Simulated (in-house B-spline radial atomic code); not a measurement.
**PBE0 excitations of C²⁺**

Method: PBE0. Computed with an all-electron radial atomic-structure program (B-spline basis): linear response of the closed shell [He] 2s2 with the functional's adiabatic kernel; scalar-relativistic (spin-free one-electron X2C), finite nucleus, no spin-orbit coupling, no double excitations, S, P, D and F terms only.

Command:
```bash
python run_td.py task.json out
```
Settings (radii: box in bohr, nucleus in fm):
```
Z                        6
electrons                4
configuration            [He] 2s2
hamiltonian              x2c
method                   pbe0
box_radius               29.48
rms_radius               2.4702
intervals                75
```

Cost of the run: 0.4 s on 1 thread of Arm Neoverse N1 (shared host).

The lowest states, in the order of their Tamm-Dancoff energies; the method's threshold (minus the highest occupied level) is 42.05 eV. Labels give the largest channel, * marks a mixed state, and oscillator strengths are full-response dipole values. Semilocal kernels can invert the small singlet-triplet splittings of Rydberg terms. Energies in eV:

```
     state  full response  Tamm-Dancoff  oscillator strength
2s → 2p 3P          4.757         5.641                    -
2s → 2p 1P         11.913        12.591                0.749
2s → 3s 3S         28.162        28.175                    -
2s → 3s 1S         29.275        29.294                    -
2s → 3p 3P          30.36         30.37                    -
2s → 3p 1P          30.72         30.73                0.209
2s → 3d 3D          31.62         31.64                    -
2s → 3d 1D          32.20         32.20                    -
2s → 4s 3S          35.69         35.70                    -
2s → 4s 1S          35.97         35.97                    -
2s → 4p 3P          36.43         36.43                    -
2s → 4p 1P          36.51         36.52               0.0604
2s → 4d 3D          36.92         36.93                    -
2s → 4d 1D          37.10         37.10                    -
2s → 4f 3F              ?             ?                    -
2s → 4f 1F              ?             ?                    -
```

Where does 2s → 4f 3F lie?

At 37.48 eV in full response, 37.48 eV in Tamm-Dancoff.

Where does 2s → 4f 1F lie?

At 37.48 eV in full response, 37.48 eV in Tamm-Dancoff.

How large is the singlet-triplet splitting of 2s → 2p (P terms) in Tamm-Dancoff?

6.95 eV, from the unrounded values.

What polarisabilities and dispersion coefficient does the method give?

Dipole 4.269 bohr³, quadrupole 5.294 bohr⁵, C6 6.601 hartree·bohr⁶ for two such species.
